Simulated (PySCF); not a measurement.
Match the calculated data to a structure.

All candidates are C5H12OSi2.

- Dipole: 0.87 D [wB97X-D/def2-SVPD]
- Polarisability: 119.5 au [wB97X-D/def2-SVPD]
- UV, first state: lowest singlet excitation: 5.51 eV (225 nm, f = 0.391) [TDDFT wB97X-D/def2-SVPD]
- Rotational structure: rotational constants A, B, C: 1.833, 0.913, 0.788 GHz [PBE0-D3(BJ)/def2-SVP]
- Valence photoelectron: vertical ionisation energy: 8.40 eV [ΔSCF wB97X-D/def2-SVPD]
- NMR, other nuclei: isotropic shieldings of nuclei other than C and H, by class: 227 (1 O), 367 (1 Si), 418 (1 Si) ppm [GIAO PBE0/pcSseg-1]
- Triplet: lowest triplet excitation (Tamm–Dancoff): 3.26 eV [TDA wB97X-D/def2-SVPD]
- 1H NMR: chemical shifts (computed TMS as zero) by class: 6.20 (1 H), 6.03 (1 H), 5.51 (1 H), 5.18 (2 H), 4.74 (1 H), 4.43 (1 H), 4.05 (3 H), -0.11 (2 H) ppm [GIAO PBE0/pcSseg-1]
- 13C NMR: chemical shifts (computed TMS as zero) by class: 164.3 (1 C), 141.6 (1 C), 124.3 (1 C), 99.3 (1 C), -7.2 (1 C) ppm [GIAO PBE0/pcSseg-1]

Electronic properties: PySCF, gas phase, density fitting. Levels stand in brackets. The structure is a single PBE0-D3(BJ)/def2-SVP conformer in the gas phase; no vibrational or solvent corrections. NMR classes are plain means over equivalent atoms (diastereotopic ones count apart unless rotation or inversion swaps them), as if these changed places fast.

Question: Which candidate is it?
A. `C=CC(=C)O[SiH2]C[SiH3]`
B. `CC(C)[Si@H](O)C#C[SiH3]`
C. `CC(C)O[SiH2]C#C[SiH3]`
D. `C=C(C)[C@H]1C[SiH2]O[SiH2]1`
E. `C#C[SiH2]O[SiH2]C(C)C`

Answer: A. It is `C=CC(=C)O[SiH2]C[SiH3]`. Numbering: `[CH2:1]=[CH:2][C:3](=[CH2:4])[O:5][SiH2:6][CH2:7][SiH3:8]`. Its formula, C5H12OSi2, gives 2 degrees of unsaturation: 0 rings and 2 π bonds in the structure found. 5 carbons fall into 5 classes; from least to most shielded: vinylic carbon bearing oxygen [C3] (164.3 ppm), alkene CH carbon [C2] (141.6 ppm), terminal =CH2 carbon [C1] (124.3 ppm), terminal =CH2 carbon [C4] (99.3 ppm), sp3 carbon bound to silicon [C7] (-7.2 ppm). Hydrogen classes from least to most shielded: 1 H on an alkene CH carbon, C2 (6.20 ppm), 1 H on a terminal =CH2 carbon, C1 (6.03 ppm), 1 H on a terminal =CH2 carbon, C1 (5.51 ppm), 2 H on an oxygen-bound silicon, Si6 (5.18 ppm), 1 H on a terminal =CH2 carbon, C4 (4.74 ppm), 1 H on a terminal =CH2 carbon, C4 (4.43 ppm), 3 H on an SiH3 silicon, Si8 (4.05 ppm), 2 H on an sp3 carbon bound to silicon, C7 (-0.11 ppm, a mean of values up to 0.8 ppm apart in this geometry). The other shieldings belong to: 227 ppm, silyl ether oxygen [O5]; 367 ppm, oxygen-bound silicon [Si6]; 418 ppm, SiH3 silicon [Si8]. The first electron is taken from the HOMO, whose largest Löwdin shares are 0.32 on a terminal =CH2 carbon, 0.20 on the vinylic carbon bearing oxygen, 0.15 on a terminal =CH2 carbon and 0.11 on the alkene CH carbon. The optimised geometry has point group C1 and is an asymmetric top.

The others, at the same levels:
- `C=C(C)[C@H]1C[SiH2]O[SiH2]1` fails: its computed 13C shifts are 156.9 (1 C), 114.6 (1 C), 33.5 (1 C), 27.7 (1 C), 15.1 (1 C) ppm, 1H shifts are 5.26 (1 H), 5.14 (1 H), 5.10 (1 H), 5.05 (1 H), 4.94 (1 H), 4.81 (1 H), 1.91 (1 H), 1.81 (3 H), 1.29 (1 H), 1.07 (1 H) ppm and rotational constant A is 2.241 GHz (against 1.833 GHz).
- `CC(C)[Si@H](O)C#C[SiH3]` fails: its computed 13C shifts are 122.4 (1 C), 110.6 (1 C), 17.4 (1 C), 16.3 (1 C), 15.7 (1 C) ppm, 1H shifts are 4.75 (1 H), 4.17 (3 H), 1.08 (1 H), 1.05 (3 H), 0.95 (3 H), 0.82 (1 H) ppm and rotational constant A is 1.936 GHz (against 1.833 GHz).
- `CC(C)O[SiH2]C#C[SiH3]` fails: it has 4 carbon classes against 5; its computed 13C shifts are 122.1 (1 C), 111.7 (1 C), 70.0 (1 C), 26.4 (2 C) ppm, 1H shifts are 4.80 (2 H), 4.18 (3 H), 3.74 (1 H), 1.28 (6 H) ppm and rotational constant A is 2.535 GHz (against 1.833 GHz).
- `C#C[SiH2]O[SiH2]C(C)C` fails: it has 4 carbon classes against 5; its computed 13C shifts are 103.7 (1 C), 89.2 (1 C), 17.1 (2 C), 14.9 (1 C) ppm, 1H shifts are 5.02 (2 H), 4.79 (2 H), 2.43 (1 H), 1.39 (1 H), 1.05 (6 H) ppm and smallest rotational constant is 0.717 GHz (against 0.788 GHz).

Each candidate is one conformer, not necessarily the lowest. Dipoles, sizes and rotational constants follow the conformer. The torsions of the flexible species, by atom-mapped SMILES:
- `[CH2:1]=[CH:2][C:3](=[CH2:4])[O:5][SiH2:6][CH2:7][SiH3:8]`: C1–C2–C3–C4 -179°, C2–C3–O5–Si6 -152°, C3–O5–Si6–C7 67°, O5–Si6–C7–Si8 -57°
- `[CH3:1][CH:2]([CH3:3])[Si@H:4]([OH:5])[C:6]#[C:7][SiH3:8]`: C1–C2–Si4–O5 -179°, H–O5–Si4–C2 -89°
- `[CH3:1][CH:2]([CH3:3])[O:4][SiH2:5][C:6]#[C:7][SiH3:8]`: C1–C2–O4–Si5 -100°, C2–O4–Si5–C6 63°
- `[CH:1]#[C:2][SiH2:3][O:4][SiH2:5][CH:6]([CH3:7])[CH3:8]`: C2–Si3–O4–Si5 4°, Si3–O4–Si5–C6 28°, O4–Si5–C6–C7 180°

The conformers of `C=C(C)[C@H]1C[SiH2]O[SiH2]1` aren't listed.
